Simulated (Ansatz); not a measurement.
Reactions of `CO[SiH2]F`.

Calculated with Ansatz (gas phase, PBE0-D4/def2-TZVP geometries, no zero-point term in ΔE). CCSD(T)/CBS adds triple-zeta CCSD(T) − MP2 to the extrapolated MP2 energy (def2 sets, frozen cores). This one scheme is used for every species, atoms too. Open shells (•) are unrestricted, without spin–orbit coupling. Spin–orbit coupling would lower the free atoms: a little for F. For Ge outer-core shells are correlated without core-valence functions, so the limit isn't a true one: a few kJ/mol of doubt a bond, and 10 to 20 or more in all where bonds break to atoms. Scalar relativity is left out up to krypton. One conformer a species, not always the lowest.

```csv
reaction,CCSD(T)/CBS(def2) (kcal/mol)
`CO[SiH2]F` → `OC(F)[SiH3]`,76.2
`CO[SiH2]F` + `O[SiH3]` → `CO[SiH2]O[SiH3]` + H–F,5.2
`CO[SiH2]F` → H–F + `CO[SiH]`,79.3
`CO[SiH2]F` + `N[SiH2]F` → `N[SiH](F)[SiH2]F` + CH₃OH,32.4
`CO[SiH2]F` + `[SiH3]S` → `F[SiH2]S[SiH3]` + CH₃OH,?
`CO[SiH2]F` + `BC[SiH3]` → `BC([SiH3])[SiH2]F` + CH₃OH,21.6
`CO[SiH2]F` → F• + `CO[SiH2]`•,?
`CO[SiH2]F` + `BN` → `BN[SiH2]OC` + H–F,23.4
`CO[SiH2]F` + `CBO` → `CBO[SiH2]F` + CH₃OH,2.1
`CO[SiH2]F` + `[SH][GeH3]` → `CO[SiH2][S][GeH3]` + H–F,?
```

(1) Fill in the missing values. (Estimate.)

Largest T1 diagnostic: 0.015, for `CO[SiH]`.

Answers

(1) Computed: `CO[SiH2]F` + `[SiH3]S` → `F[SiH2]S[SiH3]` + CH₃OH: +10.2 kcal/mol; `CO[SiH2]F` → F• + `CO[SiH2]`•: +162.9 kcal/mol; `CO[SiH2]F` + `[SH][GeH3]` → `CO[SiH2][S][GeH3]` + H–F: +18.7 kcal/mol.
